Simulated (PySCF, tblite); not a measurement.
Species: C9H12.
SMILES: `CC1=C[C@@H]2C[C@H]1C=C2C`

The calculation used PBE0/pcSseg-1 in PySCF (dipole) on a GFN2-xTB geometry, gas phase.

Take the most abundant isotopes and a rigid rotor. 

Q: Give the principal moments of inertia and the rotational constants in MHz.

A: Ia = 161.54, Ib = 374.73, Ic = 382.31 u·Å²; 505379 MHz·u·Å²/I gives A = 3128, B = 1349, C = 1322 MHz.

Q: Classify the top.

A: A near-prolate asymmetric top; Ray's κ = -0.970.

Q: Is it planar, by Δ = Ic − Ia − Ib?

A: Not planar: Δ = Ic − Ia − Ib = -153.96 u·Å². For a rigid frame Δ = −2 Σ m c², so Σ m c² = 76.98 u·Å² lies off the ab plane: 19.54 from hydrogen and 57.44 from heavier atoms. The atom farthest from that plane is 2.18 Å away.

Q: Where do the levels up to J = 3 lie, in MHz?

A: Above 0(0,0):
J = 1: 1(0,1) 2671, 1(1,1) 4450, 1(1,0) 4477
J = 2: 2(0,2) 8011, 2(1,2) 9765, 2(1,1) 9845, 2(2,1) 15184, 2(2,0) 15185
J = 3: 3(0,3) 16022, 3(1,3) 17736, 3(1,2) 17896, 3(2,2) 23196, 3(2,1) 23198, 3(3,1) 32162, 3(3,0) 32162
The levels of one J sum to (2J + 1)J(J + 1)(A + B + C)/3.

Q: Which lines would a microwave search look for?

A: The dipole components are |μa| = 0.00 D, |μb| = 0.17 D, |μc| = 0.00 D; the symmetry axis of this C2 structure is b, so μa and μc vanish by symmetry and there are no a-type or c-type lines. Some lines, for components of 0.1 D or more:

```csv
type,branch,"J(Ka,Kc)",MHz,lower level (cm⁻¹)
b,R,"4(2,2) ← 3(3,1)",1720,1.073
b,Q,"2(1,1) ← 2(0,2)",1834,0.267
b,Q,"3(1,2) ← 3(0,3)",1875,0.534
b,Q,"4(1,3) ← 4(0,4)",1931,0.891
b,R,"3(1,2) ← 2(2,1)",2712,0.506
b,R,"1(1,1) ← 0(0,0)",4450,0.000
b,Q,"4(2,2) ← 4(1,3)",5251,0.955
b,Q,"3(2,1) ← 3(1,2)",5301,0.597
b,Q,"2(2,0) ← 2(1,1)",5340,0.328
b,Q,"2(2,1) ← 2(1,2)",5420,0.326
b,R,"4(1,3) ← 3(2,2)",5435,0.774
b,Q,"3(2,2) ← 3(1,3)",5460,0.592
b,Q,"4(2,3) ← 4(1,4)",5514,0.946
b,R,"3(0,3) ← 2(1,2)",6257,0.326
b,R,"2(1,2) ← 1(0,1)",7094,0.089
b,Q,"4(3,1) ← 4(2,2)",8963,1.130
b,Q,"3(3,0) ← 3(2,1)",8965,0.774
b,Q,"3(3,1) ← 3(2,2)",8966,0.774
b,Q,"4(3,2) ← 4(2,3)",8967,1.130
b,R,"3(1,3) ← 2(0,2)",9725,0.267
b,R,"2(2,1) ← 1(1,0)",10707,0.149
b,R,"2(2,0) ← 1(1,1)",10734,0.148
b,Q,"4(4,1) ← 4(3,2)",12552,1.429
b,R,"3(3,1) ← 2(2,0)",16978,0.507
b,R,"3(3,0) ← 2(2,1)",16978,0.506
b,R,"4(3,2) ← 3(2,1)",19648,0.774
b,R,"4(4,1) ← 3(3,0)",23235,1.073
b,R,"4(4,0) ← 3(3,1)",23235,1.073
```

Its GFN2-xTB frequencies are all real (lowest 123 cm⁻¹). No vibrational averaging or centrifugal distortion is included, and the geometry carries the error of its method. A rigid rotor knows nothing of internal rotation, which can split or shift real lines.

Time: 1.8 min of wall time; peak memory 0.97 GiB. Hardware: one thread, Intel Xeon at 2.50 GHz (x86_64), on a shared host. This is the PBE0/pcSseg-1 job that gave the dipole, with the shieldings it also computed.
